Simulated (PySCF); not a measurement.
A GIAO shielding run with PySCF 2.14.0 with density-fitted response routines (density fitting, non-relativistic, gas phase) on `InChI=1S/C6H16OSSi/c1-3-8(7)5-4-6(2)9/h6H,3-5H2,1-2,9H3/t6-,8-/m1/s1`:

```
$ OMP_NUM_THREADS=1 python probes_run.py task.json out

{"job": {"kind": "nmr", "xc": "PBE0", "basis": "pcSseg-1"}, "charge": 0, "multiplicity": 1}
C      4.377581     0.271617    -0.186807
C      3.060590    -0.222130     0.377873
S      1.745530     1.033101    -0.025633
O      1.656691     1.061872    -1.485981
C      0.319771    -0.014276     0.544667
C     -0.962628     0.732301     0.227679
C     -2.230044    -0.014494     0.652064
C     -3.444536     0.882127     0.415569
Si    -2.445718    -1.687713    -0.247873
H      4.266291     0.452349    -1.254147
H      5.167052    -0.462381    -0.036673
H      4.672151     1.203938     0.290066
H      2.773378    -1.171076    -0.070955
H      3.087689    -0.311488     1.462207
H      0.366437    -0.963090     0.013854
H      0.440912    -0.173950     1.614944
H     -0.931549     1.705949     0.729144
H     -0.991171     0.923220    -0.847833
H     -2.160093    -0.200705     1.730504
H     -4.358039     0.394334     0.747818
H     -3.547456     1.113774    -0.642465
H     -3.344116     1.821651     0.958769
H     -1.519659    -2.679738     0.308389
H     -2.196460    -1.510470    -1.677478
H     -3.813539    -2.160576    -0.030403
```

Hardware: 1 thread of an Arm Neoverse V1, shared host. The job also computes population analyses, field gradients.

(1) How large is the calculation?

(2) How long does it take, and how much memory does it need?

## Answers

(1) 90 electrons, 247 basis functions and 1325 auxiliary functions.

(2) 73 s of wall time, with 14 SCF cycles and 5 response iterations; peak memory 1.1 GiB. Times on a shared host scatter by some tens of per cent.
